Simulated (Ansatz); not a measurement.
**Ligand exchange: how K changes with temperature for SiH2(CH3)Br + HOI ⇌ SiH2(CH3)(OH) + IBr**

Species: SiH2(CH3)Br, singlet; HOI `OI`, singlet; SiH2(CH3)(OH), singlet; IBr (iodine monobromide), singlet. The partners trade Br for OH: Si–Br and I–OH bonds give way to Si–OH and I–Br.

The electronic reaction energy at CCSD(T)/def2-TZVPP is -96.3 kJ/mol. Shapes: PBE0-D4/def2-TZVP. Flexible molecules stand in one conformer, not always the lowest. Programs: Ansatz 0.2.0. Enthalpy and entropy come from rigid-rotor, harmonic-oscillator sums on unscaled PBE0-D4/def2-TZVP wavenumbers, ideal gases at 1 bar; R ln 2 is added for the mirror twin of the chiral shape of SiH2(CH3)(OH). Symmetry numbers: SiH2(CH3)Br 1, HOI 1, SiH2(CH3)(OH) 1, IBr 1. R = 8.3145 J/(mol K).

```
T (K)  ΔH (kJ/mol)  ΔS (J/(mol K))
  600        -93.5            -1.3
  800        -92.7            -0.2
 1000            ?               ?
```

Q: Work out ln K at 600 and 800 K, and from these estimate it at 1000 K.

A: 
1. 600 K: ΔG = -93.5 − 600 × (-1.3)/1000 = -92.7 kJ/mol; ln K = −ΔG/RT = +18.58.
2. 800 K: ΔG = -92.7 − 800 × (-0.2)/1000 = -92.5 kJ/mol; ln K = −ΔG/RT = +13.91.
3. Slope against 1000/T: (+13.91 − (+18.58))/(1.2500 − 1.6667) = +11.21, that is −ΔH/R with ΔH near -93 kJ/mol.
4. 1000 K: ln K = +18.58 + (+11.21) × (1.0000 − 1.6667) = +11.11.

The full sums give ΔH = -91.9 kJ/mol, ΔS = +0.7 J/(mol K), ΔG = -92.6 kJ/mol and ln K = +11.14 at 1000 K, so the line is off by -0.03 in ln K; without rounding the miss is -0.02, from the change of ΔH with temperature. The products are favoured over this whole range. An error of 10 kJ/mol in the energy moves ln K by 1.2 at 1000 K. Soft modes are treated as harmonic, which can err either way at these temperatures; the lowest are those of SiH2(CH3)Br (166 cm⁻¹), SiH2(CH3)(OH) (168 cm⁻¹). Other conformers aren't counted. For atoms past krypton def2 sets carry core potentials with scalar relativity. Relativity is left out for Br. Outer-core shells of Br, I are correlated, in sets that cover them unevenly.
